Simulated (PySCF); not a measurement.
C₃H₉In, singlet, at a GFN2-xTB geometry (such geometries of metal compounds can be far from the true shape) (core potentials on In).

The PySCF input:
```python
from pyscf import gto, scf

mol = gto.Mole()
mol.atom = '''
    In   -0.000271    0.000588   -0.000699
    C    -1.547414   -1.603627   -0.255167
    H    -1.476459   -2.031502   -1.255105
    H    -2.545325   -1.184255   -0.130214
    H    -1.399044   -2.394809    0.478474
    C    -0.162120    1.916997   -1.155486
    H     0.802561    2.172802   -1.592476
    H    -0.463524    2.724526   -0.488383
    H    -0.900661    1.823226   -1.950320
    C     1.711036   -0.315964    1.413937
    H     2.336469    0.574228    1.462973
    H     2.317505   -1.157123    1.078655
    H     1.332729   -0.540359    2.410941
'''
mol.basis = 'def2-sv(p)'
mol.ecp = {'In': 'def2-sv(p)'}
mol.charge = 0
mol.spin = 0
mol.verbose = 4
mol.build()

mf = scf.RHF(mol)
mf.kernel()
```

Question: What is the computed dipole moment (PySCF with HF/def2-SV(P))?

Answer: 0.01 D

Question: What Mulliken (on the basis functions themselves) charges in atom order does HF/def2-SV(P) give?

Answer: In1 0.90, C2 -0.74, H3 0.15, H4 0.15, H5 0.15, C6 -0.74, H7 0.15, H8 0.15, H9 0.15, C10 -0.74, H11 0.15, H12 0.15, H13 0.15

Question: What total energy does HF/def2-SV(P) give?

Answer: -307.906151 Ha

Question: Give the nuclear repulsion energy at the level HF/def2-SV(P).

Answer: 184.7367 Eh
